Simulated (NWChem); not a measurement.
Everything below was run with NWChem. System: FGa, charge 0, spin multiplicity 1, at a geometry optimised with PBE/def2-SVP. The structure started from a generated list of species. Level: TDA-BHandHLYP/def2-SVPD.

Input file:

```
start mol
memory heap 200 mb stack 900 mb global 1100 mb
geometry units angstroms nocenter noautoz
  Ga     0.000000     0.000000    -0.404600
  F      0.000000     0.000000     1.393624
  symmetry group C2v
end
basis spherical
  * library def2-svpd
end
dft
  xc bhlyp
  semidirect memsize 60000000 filesize 0
  iterations 100
end
tddft
  cis
  nroots 6
  notriplet
  thresh 1e-4
end
task tddft energy
```

Output (cleaned and shortened):

```
             Northwest Computational Chemistry Package (NWChem) 7.3.0
             --------------------------------------------------------

                                NWChem Input Module
                                -------------------

 Scaling coordinates for geometry "geometry" by  1.889725989
 (inverse scale =  0.529177249)

 Turning off AUTOSYM since
 SYMMETRY directive was detected!

                             Geometry "geometry" -> ""
                             -------------------------

 Output coordinates in angstroms (scale by  1.889725989 to convert to a.u.)

  No.       Tag          Charge          X              Y              Z
 ---- ---------------- ---------- -------------- -------------- --------------
    1 Ga                  31.0000     0.00000000     0.00000000    -0.40460000
    2 F                    9.0000     0.00000000     0.00000000     1.39362400

 Effective nuclear repulsion energy (a.u.)      82.1034823642

            Nuclear Dipole moment (a.u.)
            ----------------------------
        X                 Y               Z
 ---------------- ---------------- ----------------
     0.0000000000     0.0000000000     0.0000302356

      Symmetry information
      --------------------

 Group name             C2v
 Group number             16
 Group order               4
 No. of unique centers     2

      Symmetry unique atoms

     1    2


 Summary of "ao basis" -> "" (spherical)
 ------------------------------------------------------------------------------
       Tag                 Description            Shells   Functions and Types
 ---------------- ------------------------------  ------  ---------------------
 *                         def2-svpd                  on all atoms

                                 NWChem DFT Module
                                 -----------------

 Summary of "ao basis" -> "ao basis" (spherical)
 ------------------------------------------------------------------------------
       Tag                 Description            Shells   Functions and Types
 ---------------- ------------------------------  ------  ---------------------
 Ga                        def2-svpd                14       38   6s4p4d
 F                         def2-svpd                 9       23   4s3p2d

 Summary of "ao basis" -> "ao basis" (spherical)
 ------------------------------------------------------------------------------
       Tag                 Description            Shells   Functions and Types
 ---------------- ------------------------------  ------  ---------------------
 Ga                        def2-svpd                14       38   6s4p4d
 F                         def2-svpd                 9       23   4s3p2d

      Symmetry analysis of basis
      --------------------------

        a1         29
        a2          6
        b1         13
        b2         13

            General Information
            -------------------
          SCF calculation type: DFT
          Wavefunction type:  closed shell.
          No. of atoms     :     2
          No. of electrons :    40
           Alpha electrons :    20
            Beta electrons :    20
          Charge           :     0
          Spin multiplicity:     1
          Use of symmetry is: off; symmetry adaption is: on
          Maximum number of iterations: 100
          AO basis - number of functions:    61
                     number of shells:    23
          Convergence on energy requested:  1.00D-06
          Convergence on density requested:  1.00D-05
[...]
  ----------------------------------------------------------------------------
  Root   2 singlet b1             0.225697795 a.u.                6.1416 eV
  ----------------------------------------------------------------------------
     Transition Moments    X  1.65986   Y -0.12811   Z  0.00000
     Transition Moments   XX -0.00000  XY  0.00000  XZ -2.80298
     Transition Moments   YY  0.00000  YZ  0.21634  ZZ  0.00000
     Dipole Oscillator Strength                    0.4170203633
     Electric Quadrupole                           0.0000004839
     Magnetic Dipole                               0.0000021434
     Total Oscillator Strength                     0.4170229906

          sigma_e =   1.9931 Angstrom
          sigma_h =   1.6137 Angstrom
         |d_h->e| =   0.1513 Angstrom
            d_exc =   2.5445 Angstrom
            d_CD1 =   0.5307 Angstrom
            d_CD2 =  -1.6521 Angstrom
            d_CD3 =   2.6958 Angstrom
     Pearson C.C. =   0.0194

     Occ.   17  a1  ---  Virt.   22  b1       0.14582
     Occ.   20  a1  ---  Virt.   21  b2       0.07554
     Occ.   20  a1  ---  Virt.   22  b1      -0.97874
  ----------------------------------------------------------------------------
  Root   3 singlet a1             0.287573415 a.u.                7.8253 eV
  ----------------------------------------------------------------------------
     Transition Moments    X -0.00000   Y  0.00000   Z  1.68592
     Transition Moments   XX  0.06392  XY -0.00000  XZ  0.00000
     Transition Moments   YY  0.06394  YZ -0.00000  ZZ -5.12311
     Dipole Oscillator Strength                    0.5449175742
     Electric Quadrupole                           0.0000011358
     Magnetic Dipole                               0.0000000000
     Total Oscillator Strength                     0.5449187100

          sigma_e =   2.4593 Angstrom
          sigma_h =   1.5845 Angstrom
         |d_h->e| =   0.9785 Angstrom
            d_exc =   2.9959 Angstrom
            d_CD1 =   1.8533 Angstrom
            d_CD2 =  -1.0434 Angstrom
            d_CD3 =   3.9744 Angstrom
     Pearson C.C. =   0.0694

     Occ.   18  b2  ---  Virt.   21  b2       0.17488
     Occ.   19  b1  ---  Virt.   22  b1       0.17488
     Occ.   20  a1  ---  Virt.   23  a1       0.17728
     Occ.   20  a1  ---  Virt.   24  a1      -0.94776
  ----------------------------------------------------------------------------
  Root   4 singlet a1             0.294294182 a.u.                8.0082 eV
  ----------------------------------------------------------------------------
     Transition Moments    X  0.00000   Y  0.00000   Z -0.21167
     Transition Moments   XX -2.75566  XY  0.00000  XZ -0.00000
     Transition Moments   YY -2.75561  YZ  0.00000  ZZ -0.64666
     Dipole Oscillator Strength                    0.0087904061
     Electric Quadrupole                           0.0000002012
     Magnetic Dipole                               0.0000000000
     Total Oscillator Strength                     0.0087906073

          sigma_e =   3.5332 Angstrom
          sigma_h =   1.5515 Angstrom
         |d_h->e| =   0.2809 Angstrom
            d_exc =   3.8595 Angstrom
            d_CD1 =   2.2625 Angstrom
            d_CD2 =  -2.2615 Angstrom
            d_CD3 =   4.1404 Angstrom
     Pearson C.C. =   0.0067

     Occ.   18  b2  ---  Virt.   21  b2      -0.06436
     Occ.   19  b1  ---  Virt.   22  b1      -0.06436
     Occ.   20  a1  ---  Virt.   23  a1       0.98129
     Occ.   20  a1  ---  Virt.   24  a1       0.15901
  ----------------------------------------------------------------------------
  Root   5 singlet a2             0.309544769 a.u.                8.4231 eV
  ----------------------------------------------------------------------------
     Transition Moments    X -0.00000   Y -0.00000   Z -0.00000
     Transition Moments   XX  0.00000  XY -0.00001  XZ  0.00000
     Transition Moments   YY -0.00000  YZ -0.00000  ZZ  0.00000
     Dipole Oscillator Strength                    0.0000000000
     Electric Quadrupole                           0.0000000000
     Magnetic Dipole                               0.0000000000
     Total Oscillator Strength                     0.0000000000

          sigma_e =   1.8909 Angstrom
          sigma_h =   0.7846 Angstrom
         |d_h->e| =   1.6874 Angstrom
            d_exc =   2.6528 Angstrom
            d_CD1 =   2.7937 Angstrom
            d_CD2 =   0.3496 Angstrom
            d_CD3 =   4.3401 Angstrom
     Pearson C.C. =   0.0004

     Occ.   18  b2  ---  Virt.   22  b1      -0.69798
     Occ.   18  b2  ---  Virt.   28  b1       0.09093
     Occ.   18  b2  ---  Virt.   34  b1       0.05610
     Occ.   19  b1  ---  Virt.   21  b2       0.69798
     Occ.   19  b1  ---  Virt.   27  b2       0.09092
     Occ.   19  b1  ---  Virt.   35  b2      -0.05611
  ----------------------------------------------------------------------------
  Root   6 singlet a1             0.312009712 a.u.                8.4902 eV
  ----------------------------------------------------------------------------
     Transition Moments    X  0.00000   Y  0.00000   Z -0.00001
     Transition Moments   XX  0.65883  XY  0.00000  XZ  0.00000
     Transition Moments   YY -0.65891  YZ  0.00000  ZZ  0.00007
     Dipole Oscillator Strength                    0.0000000000
     Electric Quadrupole                           0.0000000702
     Magnetic Dipole                               0.0000000000
     Total Oscillator Strength                     0.0000000702

          sigma_e =   1.8931 Angstrom
          sigma_h =   0.7848 Angstrom
         |d_h->e| =   1.7043 Angstrom
            d_exc =   2.6635 Angstrom
            d_CD1 =   2.8126 Angstrom
            d_CD2 =   0.3653 Angstrom
            d_CD3 =   4.3678 Angstrom
     Pearson C.C. =   0.0034

     Occ.   18  b2  ---  Virt.   21  b2      -0.69919
     Occ.   18  b2  ---  Virt.   27  b2      -0.08551
     Occ.   18  b2  ---  Virt.   35  b2       0.05073
     Occ.   19  b1  ---  Virt.   22  b1       0.69920
     Occ.   19  b1  ---  Virt.   28  b1      -0.08550
     Occ.   19  b1  ---  Virt.   34  b1      -0.05074

              Target root =      1
          Target symmetry = none
      Ground state energy =  -2024.374254738261
        Excitation energy =      0.225697794396
     Excited state energy =  -2024.148556943864

  stored tddft:energy   -2024.1485569438642

 Task  times  cpu:       52.7s     wall:       52.7s

 Total times  cpu:       52.7s     wall:       52.7s
```
